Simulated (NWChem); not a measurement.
System: hexafluoroethane (C2F6); SMILES FC(F)(F)C(F)(F)F

Parts of the log:

```
             Northwest Computational Chemistry Package (NWChem) 7.3.0
             --------------------------------------------------------

                             Geometry "geometry" -> ""
                             -------------------------

 Output coordinates in angstroms (scale by  1.889725989 to convert to a.u.)

  No.       Tag          Charge          X              Y              Z
 ---- ---------------- ---------- -------------- -------------- --------------
    1 F                    9.0000     0.89801400    -0.86323400     1.21848500
    2 C                    6.0000     0.00000000     0.00000000     0.77104000
    3 F                    9.0000     0.29857600     1.20932000     1.21848500
    4 F                    9.0000    -1.19659000    -0.34608500     1.21848500
    5 C                    6.0000     0.00000000     0.00000000    -0.77103800
    6 F                    9.0000     1.19458200     0.35295500    -1.21848300
    7 F                    9.0000    -0.29162300    -1.21101600    -1.21848300
    8 F                    9.0000    -0.90295900     0.85806100    -1.21848300

 Effective nuclear repulsion energy (a.u.)     465.0062607023

  pbe96 is a nonlocal functional; adding pw91lda local functional.

                                 NWChem DFT Module
                                 -----------------

 Summary of "ao basis" -> "ao basis" (spherical)
 ------------------------------------------------------------------------------
       Tag                 Description            Shells   Functions and Types
 ---------------- ------------------------------  ------  ---------------------
 F                           6-31g*                  6       14   3s2p1d
 C                           6-31g*                  6       14   3s2p1d

            General Information
            -------------------
          SCF calculation type: DFT
          Wavefunction type:  closed shell.
          No. of atoms     :     8
          No. of electrons :    66
           Alpha electrons :    33
            Beta electrons :    33
          Charge           :     0
          Spin multiplicity:     1
          Use of symmetry is: off; symmetry adaption is: off
          Maximum number of iterations: 150
          AO basis - number of functions:   112
                     number of shells:    48
          Convergence on energy requested:  1.00D-06
          Convergence on density requested:  1.00D-05
          Convergence on gradient requested:  5.00D-04

              XC Information
              --------------
          PerdewBurkeErnzerhof Exchange Functional  1.000
            Perdew 1991 LDA Correlation Functional  1.000 local
           PerdewBurkeErnz. Correlation Functional  1.000 non-local

             Grid Information
             ----------------
          Grid used for XC integration:  medium
          Radial quadrature: Mura-Knowles
          Angular quadrature: Lebedev.
          Tag              B.-S. Rad. Rad. Pts. Rad. Cut. Ang. Pts.
          ---              ---------- --------- --------- ---------
          F                   0.50       49           8.0       434
          C                   0.70       49           6.0       434
          Grid pruning is: on
          Number of quadrature shells:   392
          Spatial weights used:  Erf1

      Superposition of Atomic Density Guess
      -------------------------------------

 Sum of atomic energies:        -671.55450043

      Non-variational initial energy
      ------------------------------

 Total energy =    -673.952861
 1-e energy   =   -1864.348178
 2-e energy   =     725.389056
 HOMO         =      -0.370885
 LUMO         =       0.264934

   convergence    iter        energy       DeltaE   RMS-Dens  Diis-err
 ---------------- ----- ----------------- --------- --------- ---------
 d= 0,ls=0.0,diis     1   -674.2516391009 -1.14D+03  2.39D-02  3.48D+00
 d= 0,ls=0.0,diis     2   -673.3386930837  9.13D-01  1.47D-02  1.56D+01
 d= 0,ls=0.0,diis     3   -674.6056105049 -1.27D+00  1.44D-03  5.58D-02
 d= 0,ls=0.0,diis     4   -674.6089862649 -3.38D-03  5.02D-04  1.60D-02
 d= 0,ls=0.0,diis     5   -674.6101879693 -1.20D-03  3.29D-05  3.22D-05
  Resetting Diis
 d= 0,ls=0.0,diis     6   -674.6101911094 -3.14D-06  2.35D-06  2.00D-07
 d= 0,ls=0.0,diis     7   -674.6101911265 -1.71D-08  5.68D-07  3.70D-09

         Total DFT energy =     -674.610191126467
      One electron energy =    -1863.241212053699
           Coulomb energy =      796.715284920042
    Exchange-Corr. energy =      -73.090524695121
 Nuclear repulsion energy =      465.006260702311

 Numeric. integr. density =       66.000005978732

                       DFT Final Molecular Orbital Analysis
                       ------------------------------------

 Vector   31  Occ=2.000000D+00  E=-3.574289D-01
              MO Center=  2.7D-06,  6.6D-06,  2.4D-05, r^2= 3.4D+00
   Bfn.  Coefficient  Atom+Function         Bfn.  Coefficient  Atom+Function
  ----- ------------  ---------------      ----- ------------  ---------------
    31      0.278628  3 F  px                87      0.279054  7 F  px
    46      0.275744  4 F  py                74      0.275225  6 F  py
   102     -0.208116  8 F  py                 4     -0.206854  1 F  py
     3     -0.198970  1 F  px               101     -0.197643  8 F  px
    35      0.189761  3 F  px                91      0.190049  7 F  px

 Vector   32  Occ=2.000000D+00  E=-3.507315D-01
              MO Center=  8.6D-07,  3.0D-06, -2.2D-05, r^2= 3.4D+00
   Bfn.  Coefficient  Atom+Function         Bfn.  Coefficient  Atom+Function
  ----- ------------  ---------------      ----- ------------  ---------------
    31      0.282190  3 F  px                87     -0.282558  7 F  px
    46      0.279187  4 F  py                74     -0.278761  6 F  py
   102      0.210649  8 F  py                 4     -0.209583  1 F  py
     3     -0.201375  1 F  px               101      0.200268  8 F  px
    35      0.187700  3 F  px                91     -0.187945  7 F  px

 Vector   33  Occ=2.000000D+00  E=-3.182521D-01
              MO Center=  2.8D-07,  6.4D-07, -5.1D-07, r^2= 2.7D+00
   Bfn.  Coefficient  Atom+Function         Bfn.  Coefficient  Atom+Function
  ----- ------------  ---------------      ----- ------------  ---------------
    19      0.281886  2 C  pz                61     -0.281886  5 C  pz
     5     -0.246946  1 F  pz                33     -0.246945  3 F  pz
    47     -0.246947  4 F  pz                75      0.246947  6 F  pz
    89      0.246945  7 F  pz               103      0.246947  8 F  pz
    20     -0.197916  2 C  s                 62     -0.197915  5 C  s

[...]

                                NWChem TDDFT Module
                                -------------------

            General Information
            -------------------
           No. of orbitals :     224
            Alpha orbitals :     112
             Beta orbitals :     112
        Alpha frozen cores :       0
         Beta frozen cores :       0
     Alpha frozen virtuals :       0
      Beta frozen virtuals :       0
         Spin multiplicity :       1
    Number of AO functions :     112
        Use of symmetry is : off
      Symmetry adaption is : off
         Schwarz screening :  0.10D-07

              XC Information
              --------------
   PerdewBurkeErnzerhof Exchange Functional   1.00
     Perdew 1991 LDA Correlation Functional   1.00 local
    PerdewBurkeErnz. Correlation Functional   1.00 non-local

             TDDFT Information
             -----------------
          Calculation type : Tamm-Dancoff TDDFT
         Wavefunction type : Restricted singlets
          No. of electrons :      66
           Alpha electrons :      33
            Beta electrons :      33
              No. of roots :       6
          Max subspacesize :    5200
            Max iterations :     100
               Target root :       1
           Target symmetry : none
      Symmetry restriction : off
                 Algorithm : Optimal
        Davidson threshold :  0.10D-03

    6 smallest eigenvalue differences (eV)
--------------------------------------------------------
  No. Spin  Occ  Vir  Irrep   E(Occ)    E(Vir)   E(Diff)
--------------------------------------------------------
    1    1   33   34 a        -0.318     0.067    10.480
    2    1   33   35 a        -0.318     0.067    10.480
    3    1   32   34 a        -0.351     0.067    11.363
    4    1   32   35 a        -0.351     0.067    11.363
    5    1   31   34 a        -0.357     0.067    11.546
    6    1   31   35 a        -0.357     0.067    11.546
--------------------------------------------------------

  Entering Davidson iterations
  Restricted singlet excited states

  Iter   NTrls   NConv    DeltaV     DeltaE      Time
  ----  ------  ------  ---------  ---------  ---------
    1      6       0     0.20E+00   0.10+100        3.8
    2     12       0     0.33E-01   0.28E-01        4.6
    3     18       0     0.18E-01   0.10E-02        4.6
    4     24       2     0.26E-02   0.52E-03        4.6
    5     28       2     0.16E-02   0.47E-05        3.8
    6     32       4     0.13E-03   0.17E-05        3.7
    7     34       6     0.63E-04   0.10E-07        2.8
  ----  ------  ------  ---------  ---------  ---------
  Convergence criterion met

  Ground state a        -674.610191126467 a.u.

  ----------------------------------------------------------------------------
  Root   1 singlet a              0.406909950 a.u.               11.0726 eV
  ----------------------------------------------------------------------------
     Transition Moments    X -0.13494   Y  0.26814   Z  0.00001
     Dipole Oscillator Strength                    0.0244433000
     Electric Quadrupole                           0.0000000000
     Magnetic Dipole                               0.0000000000
     Total Oscillator Strength                     0.0244433000

     Occ.   23  a   ---  Virt.   34  a        0.07009
     Occ.   24  a   ---  Virt.   35  a        0.07009
     Occ.   32  a   ---  Virt.   35  a       -0.32853
     Occ.   33  a   ---  Virt.   34  a        0.92878
  ----------------------------------------------------------------------------
  Root   2 singlet a              0.406911026 a.u.               11.0726 eV
  ----------------------------------------------------------------------------
     Transition Moments    X  0.26812   Y  0.13493   Z  0.00000
     Dipole Oscillator Strength                    0.0244404008
     Electric Quadrupole                           0.0000000000
     Magnetic Dipole                               0.0000000000
     Total Oscillator Strength                     0.0244404008

     Occ.   23  a   ---  Virt.   35  a       -0.07009
     Occ.   24  a   ---  Virt.   34  a        0.07009
     Occ.   32  a   ---  Virt.   34  a        0.32856
     Occ.   33  a   ---  Virt.   35  a        0.92877
  ----------------------------------------------------------------------------
  Root   3 singlet a              0.429278716 a.u.               11.6813 eV
  ----------------------------------------------------------------------------
     Transition Moments    X -0.30467   Y -0.16416   Z  0.00002
     Dipole Oscillator Strength                    0.0342777218
     Electric Quadrupole                           0.0000000000
     Magnetic Dipole                               0.0000000000
     Total Oscillator Strength                     0.0342777218

     Occ.   23  a   ---  Virt.   34  a       -0.05870
     Occ.   23  a   ---  Virt.   35  a        0.09301
     Occ.   24  a   ---  Virt.   34  a       -0.09301
     Occ.   24  a   ---  Virt.   35  a       -0.05870
     Occ.   28  a   ---  Virt.   36  a       -0.08873
     Occ.   29  a   ---  Virt.   34  a       -0.11819
     Occ.   29  a   ---  Virt.   35  a        0.06020
     Occ.   29  a   ---  Virt.   37  a        0.08709
     Occ.   30  a   ---  Virt.   34  a        0.06023
     Occ.   30  a   ---  Virt.   35  a        0.11821
     Occ.   31  a   ---  Virt.   39  a       -0.06773
     Occ.   32  a   ---  Virt.   34  a        0.91282
     Occ.   33  a   ---  Virt.   35  a       -0.27627
  ----------------------------------------------------------------------------
  Root   4 singlet a              0.429279844 a.u.               11.6813 eV
  ----------------------------------------------------------------------------
     Transition Moments    X  0.16416   Y -0.30466   Z -0.00001
     Dipole Oscillator Strength                    0.0342743471
     Electric Quadrupole                           0.0000000000
     Magnetic Dipole                               0.0000000000
     Total Oscillator Strength                     0.0342743471

     Occ.   23  a   ---  Virt.   34  a       -0.09301
     Occ.   23  a   ---  Virt.   35  a       -0.05871
     Occ.   24  a   ---  Virt.   34  a        0.05870
     Occ.   24  a   ---  Virt.   35  a       -0.09301
     Occ.   27  a   ---  Virt.   36  a       -0.08873
     Occ.   29  a   ---  Virt.   34  a       -0.06027
     Occ.   29  a   ---  Virt.   35  a       -0.11818
     Occ.   30  a   ---  Virt.   34  a       -0.11826
     Occ.   30  a   ---  Virt.   35  a        0.06017
     Occ.   30  a   ---  Virt.   37  a       -0.08709
     Occ.   31  a   ---  Virt.   40  a        0.06772
     Occ.   32  a   ---  Virt.   35  a       -0.91283
     Occ.   33  a   ---  Virt.   34  a       -0.27623
  ----------------------------------------------------------------------------
  Root   5 singlet a              0.433104047 a.u.               11.7854 eV
  ----------------------------------------------------------------------------
     Transition Moments    X  0.00063   Y -0.00118   Z  0.00003
     Dipole Oscillator Strength                    0.0000005142
     Electric Quadrupole                           0.0000002025
     Magnetic Dipole                               0.0000000752
     Total Oscillator Strength                     0.0000007919

     Occ.   22  a   ---  Virt.   35  a        0.05199
     Occ.   25  a   ---  Virt.   35  a       -0.07069
     Occ.   26  a   ---  Virt.   34  a        0.07069
     Occ.   28  a   ---  Virt.   37  a        0.06026
     Occ.   29  a   ---  Virt.   36  a       -0.06110
     Occ.   31  a   ---  Virt.   34  a       -0.98384
     Occ.   32  a   ---  Virt.   39  a        0.05861
  ----------------------------------------------------------------------------
  Root   6 singlet a              0.433105451 a.u.               11.7854 eV
  ----------------------------------------------------------------------------
     Transition Moments    X -0.00119   Y -0.00059   Z -0.00002
     Dipole Oscillator Strength                    0.0000005094
     Electric Quadrupole                           0.0000002024
     Magnetic Dipole                               0.0000000752
     Total Oscillator Strength                     0.0000007871

     Occ.   22  a   ---  Virt.   34  a       -0.05200
     Occ.   25  a   ---  Virt.   34  a       -0.07070
     Occ.   26  a   ---  Virt.   35  a       -0.07070
     Occ.   27  a   ---  Virt.   37  a       -0.06026
     Occ.   30  a   ---  Virt.   36  a       -0.06109
     Occ.   31  a   ---  Virt.   35  a       -0.98384
     Occ.   32  a   ---  Virt.   40  a        0.05861

              Target root =      1
          Target symmetry = none
      Ground state energy =   -674.610191126467
        Excitation energy =      0.406909950136
     Excited state energy =   -674.203281176330

  stored tddft:energy   -674.20328117633039
```

Level: PBE/6-31G* (spherical d), TDA. All runs use the structure optimised with PBE0/def2-SVP.

### Question
Reconstruct the input file.

### Answer
One answer among several that fit: the input that was run:
```
start job
memory heap 200 mb stack 900 mb global 1100 mb
geometry units angstroms noautosym nocenter noautoz
  F      0.898014    -0.863234     1.218485
  C      0.000000     0.000000     0.771040
  F      0.298576     1.209320     1.218485
  F     -1.196590    -0.346085     1.218485
  C      0.000000     0.000000    -0.771038
  F      1.194582     0.352955    -1.218483
  F     -0.291623    -1.211016    -1.218483
  F     -0.902959     0.858061    -1.218483
end
basis spherical
  F library 6-31g*
  C library 6-31g*
end
dft
  xc xpbe96 cpbe96
  iterations 150
end
tddft
  cis
  nroots 6
  notriplet
end
task tddft energy
```
